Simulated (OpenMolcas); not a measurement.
Cu2+ with 6 ligands (fluoride) in octahedral coordination (Oh) at 2.04 Å. A charge of +0.667 e stands 2.6 Å behind each ligand. Ligand basis ANO-RCC-VDZP.
```
Cu    0.0000    0.0000    0.0000
F     2.0400    0.0000    0.0000
F     0.0000    2.0400    0.0000
F    -2.0400    0.0000    0.0000
F     0.0000   -2.0400    0.0000
F     0.0000    0.0000    2.0400
F     0.0000    0.0000   -2.0400
```

* Program: OpenMolcas 26.06
* Method: CASSCF
* Basis: ANO-RCC-VDZP [5s4p2d1f]
* Scalar Hamiltonian: DKH2, point nucleus
* Active space: 9 electrons in 5 orbitals (3d)
* State averaging: 2S+1 = 2 even, 5 roots
* Spin-orbit coupling: RASSI with atomic mean-field integrals over the reference wave functions

Question: What is the spin-free ground state (labels of O, the rotations of Oh)?

Answer: 2E, 2-fold in its orbital part, 100 % from free-ion D terms; it has the highest spin that d9 allows.

Question: Where is the first state of the same spin?

Answer: 2T2 at 4650 cm-1 above the ground state.

Question: What are the lowest two levels with spin-orbit coupling?

Answer: A 4-fold level Γ8, then a 2-fold level Γ7 4023 cm-1 above it. Their leading multiplicities are 2 (100 %) and 2 (100 %).

Question: What is χT at 300 K, and how does it compare with the textbook value?

Answer: The lowest level has 2S+1 = 2, for which the spin-only value is χT = S(S+1) / 2 = 0.375 cm3 K/mol (g = 2). The computed 0.683 at 300 K differs by +0.308, through orbital momentum, spin-orbit coupling and any other state in reach.

Question: Which ligand-field parameters describe the states?

Answer: The gap between the two states is 10Dq = 4649 cm-1. 

An orbital doublet at a regular site is open to a Jahn-Teller distortion, which this geometry leaves out. Ligand-to-metal charge-transfer states are missing. With metal d orbitals alone and no dynamic correlation the field as a rule comes out too small, by tens of per cent, by up to half for chloride and softer ligands, and the orbital part of g and χT, which goes as 1/10Dq, too large. No measured value stands beside these numbers; the geometry was imposed, not optimised, and the real ion may take another.
